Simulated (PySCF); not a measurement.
Molecule: Ge(H)(Cl)(Me)2, SMILES [CH3][GeH]([CH3])[Cl] (C2H7ClGe). Atoms near the plane z = 0.0 Å, at the PBE0/def2-SVP optimised geometry (x, y, z in Å): Ge1 (-0.9, -0.2, 0.0), C3 (1.1, -0.2, 0.0), H5 (-1.4, 1.2, 0.0), H9 (1.4, 0.4, 0.9), H10 (1.4, 0.3, -0.9), H11 (1.4, -1.2, 0.1).

Computed with PBE0/def2-TZVP (PySCF). Cells within 0.4 Å of a nucleus heavier than hydrogen are left out (blank, or x). The values are rescaled to run from 0 to 1.

```
|6666666666666666666666666666666|
|6666666666666666666666666666666|
|6666666666666666666666666666666|
|6666666666666666666666666666666|
|6666666666666666666666666666666|
|6666666666666666666666666666666|
|6666666666665555556666666666666|
|6666666666555555555666666666666|
|6666666666555555555666666666666|
|6666666666555555555566666666666|
|6666666666555555555566666666666|
|6666666666555544445566666666666|
|6666666666555444444567777666666|
|6666666666654433333467877766666|
|6666666777655432212478887766666|
|6666666777xxx632100xxx988776666|
|6666667777xxx73210xxxx988776666|
|5566667777xxx642100xx9987766666|
|5556666777766543222357877766666|
|5555666777776544333457777666666|
|5555566677776655444566776666666|
|5555566667766655555566666666666|
|5555556666666665555566666666666|
|5555555666666666555666666666666|
|5555555566666666666666666666666|
|5555555556666666666666666666666|
|5555555556666666666666666666666|
|5555555555666666666666666666666|
|6555555555666666666666666666666|
|6665555556666666666666666666666|
|6666666666666666666666666666666|
```
Scale: ten equal steps from 0.000 (start of '0') to 1.00 (end of '9'), in the order '0123456789'; x runs from -3.50 to 3.50, y from -3.50 (bottom) to 3.50 (top).

Which quantity is mapped?
(A) Laplacian of the electron density
(B) electron localisation function
(C) an orbital amplitude
(D) deformation density (molecule minus spherical neutral atoms)

C, an orbital amplitude. In full: HOMO amplitude (bohr^(-3/2)).
